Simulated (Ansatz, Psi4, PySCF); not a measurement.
H$_{2}$Te, charge +1, doublet, geometry from GFN2-xTB (a state made from the parent by changing its charge; the spin is typed, not shown lowest) (core potentials on Te). Base run: PySCF with R2SCAN/def2-SVP.

PySCF was given this input:
```python
from pyscf import gto, scf, dft

mol = gto.Mole()
mol.atom = '''
    Te   -0.00025533    0.04223806    0.00196862
    H    -1.17931590   -1.10419009   -0.07625629
    H     1.19259301   -1.09218903   -0.02611171
'''
mol.basis = 'def2-svp'
mol.ecp = {'Te': 'def2-svp'}
mol.charge = 1
mol.spin = 1
mol.verbose = 4
mol.build()

mf = dft.UKS(mol)
mf.xc = 'r2scan'
mf.kernel()
```

The same geometry, method and basis name were run in Ansatz (a program for electronic structure) and Psi4 and PySCF, at each program's defaults and at the settings that a row names. The base is PySCF at its defaults. Differences at the defaults can come from grids, fitting, cores and function types together.

```json
[
 {"code and settings": "PySCF, defaults (exact integrals, its default grid, spherical functions)", "ΔE vs base (µEh)": "0.0", "basis functions": "36", "E (Eh)": "-268.97081", "SCF cycles": "10"},
 {"code and settings": "Psi4, defaults (density fitting with its default set, its default grid, spherical functions)", "ΔE vs base (µEh)": "-791", "basis functions": "36", "E (Eh)": "-268.97160", "SCF cycles": "8"},
 {"code and settings": "Ansatz, defaults (factorised integrals, its default grid, spherical functions)", "ΔE vs base (µEh)": "21.3", "basis functions": "36", "E (Eh)": "-268.97079", "SCF cycles": "-"},
 {"code and settings": "PySCF, density fitting with def2-universal-jkfit", "ΔE vs base (µEh)": "-56.9", "basis functions": "36", "E (Eh)": "-268.97087", "SCF cycles": "10"},
 {"code and settings": "PySCF, fine grid", "ΔE vs base (µEh)": "30.1", "basis functions": "36", "E (Eh)": "-268.97078", "SCF cycles": "10"},
 {"code and settings": "Psi4, exact integrals, spherical functions, fine grid", "ΔE vs base (µEh)": "-224", "basis functions": "36", "E (Eh)": "-268.97104", "SCF cycles": "11"},
 {"code and settings": "Ansatz, high accuracy", "ΔE vs base (µEh)": "22.8", "basis functions": "36", "E (Eh)": "-268.97079", "SCF cycles": "-"}
]
```

Open shells are given as the SCF converged; they aren't shown to be the lowest states, and a large step between rows can be another state.
